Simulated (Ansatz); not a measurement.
Cost and result up the ladder for the cluster AsP₃ (4 atoms). Charge 0, multiplicity 1. Geometry: r2SCAN-D4/def2-SVP.

```csv
atom,x (Å),y (Å),z (Å)
P1,-1.340,-0.133,0.245
P2,0.158,0.395,-1.300
P3,0.584,-1.229,0.146
As4,0.598,0.967,0.909
```

Ansatz on 4 threads of Arm Neoverse V2 on a shared host. Times are rough, and most runs start from the orbitals of an earlier one. CAM-B3LYP-D4/def2-TZVP serves as the yardstick here, not as an exact answer. Differences are given only for rows in sets of like size (and for xTB, whose basis is part of the method), since another set adds its own error. Binding counts from free atoms at the same level (P quartet, As quartet; other spins of the atoms weren't run), without zero-point energy or a counterpoise term.

LC-ωPBE has ω = 0.4 bohr⁻¹. Correlated methods freeze 24 core orbitals; core or outer-core shells of As are correlated, in sets that lack core-valence functions. The structure comes from a short search, and lower isomers may exist.

Correlated methods converge slowly with the basis.

| level | functions | wall time |
| --- | --- | --- |
| PBE-D4/def2-SVP | 86 | 0.55 s |
| PBE0-D4/def2-SVP | 86 | 0.75 s |
| PBE-D4/def2-TZVP | 159 | 1 s |
| MP2/def2-TZVP | 159 | 1.4 s |
| PBE-D4/def2-TZVPD | 183 | 1.4 s |
| LC-ωPBE/def2-TZVP | 159 | 1.4 s |
| BHLYP-D4/def2-TZVP | 159 | 1.7 s |
| CAM-B3LYP-D4/def2-TZVP | 159 | 1.9 s |
| RPA@PBE/def2-TZVP | 159 | 2.1 s |
| PBE0-D4/def2-TZVPD | 183 | 2.1 s |
| PBE0-D4/def2-TZVP (with forces) | 159 | 2.4 s |
| r2SCAN-D4/def2-TZVP | 159 | 2.5 s |
| r2SCAN-D4/def2-TZVPD | 183 | 3.2 s |
| B97M-V/def2-TZVP | 159 | 4.3 s |

**Question.** Estimate what each level gives for the binding energy per atom (eV).

**Answer.** 
```csv
level,binding energy per atom (eV),difference from CAM-B3LYP-D4/def2-TZVP (eV)
PBE-D4/def2-SVP,3.14,–
PBE0-D4/def2-SVP,2.92,–
PBE-D4/def2-TZVP,3.28,0.40
MP2/def2-TZVP,2.89,0.01
PBE-D4/def2-TZVPD,3.28,0.40
LC-ωPBE/def2-TZVP,2.79,-0.09
BHLYP-D4/def2-TZVP,2.76,-0.12
CAM-B3LYP-D4/def2-TZVP,2.88,0.00
RPA@PBE/def2-TZVP,2.73,-0.15
PBE0-D4/def2-TZVPD,3.08,0.20
PBE0-D4/def2-TZVP (with forces),3.08,0.20
r2SCAN-D4/def2-TZVP,3.05,0.17
r2SCAN-D4/def2-TZVPD,3.06,0.18
B97M-V/def2-TZVP,3.23,0.35
```
